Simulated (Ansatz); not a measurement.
Basis-set extrapolation for C$_{3}$H$_{12}$BP, SMILES `[BH3-][P+](C)(C)C` (PBE0-D4/def2-TZVP geometry, frozen core, Ansatz 0.2.0). Multiplicity 1, RHF reference.

```
                      def2-TZVPP   def2-QZVPP
                 HF  -486.088353  -486.105864
    MP2 correlation    -0.835199    -0.888684
CCSD(T) correlation    -0.940371      not run
```

Energies in hartree. Use E(X) = E(∞) + A·exp(−7.88·√X) for Hartree–Fock and E(X) = E(∞) + B·X^(−2.97) for correlation, with X = 3 and 4, and add CCSD(T) minus MP2 of the smaller set to the MP2 limit.

Q: What is the CCSD(T) energy at the basis-set limit?

A: HF limit: -486.105864 + (-0.017511) × 0.13774 = -486.10828. MP2 limit: -0.888684 + (-0.053485) × 0.74074 = -0.92830. Higher-order term: -0.940371 − (-0.835199) = -0.10517. Total: -487.14175 hartree, 296.7 kJ/mol below CCSD(T)/def2-TZVPP.
